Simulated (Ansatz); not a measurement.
Basis-set extrapolation for CH9AlOSi2, SMILES `C[O][AlH][SiH2][SiH3]` (PBE0-D4/def2-TZVP geometry, frozen core, the Gaussian-basis code of Ansatz). Multiplicity 1, RHF reference.

```json
{"": "HF", "def2-TZVPP": "-937.862030", "def2-QZVPP": "-937.892695"}
{"": "MP2 correlation", "def2-TZVPP": "-0.744686", "def2-QZVPP": "-0.799248"}
{"": "CCSD(T) correlation", "def2-TZVPP": "-0.844430", "def2-QZVPP": "not run"}
```

Energies in hartree. Use E(X) = E(∞) + A·exp(−7.88·√X) for Hartree–Fock and E(X) = E(∞) + B·X^(−2.97) for correlation, with X = 3 and 4, and add CCSD(T) minus MP2 of the smaller set to the MP2 limit.

What is the CCSD(T) energy at the basis-set limit?

HF limit: -937.892695 + (-0.030665) × 0.13774 = -937.89692. MP2 limit: -0.799248 + (-0.054562) × 0.74074 = -0.83966. Higher-order term: -0.844430 − (-0.744686) = -0.09974. Total: -938.83632 hartree, 3.53 eV below CCSD(T)/def2-TZVPP.
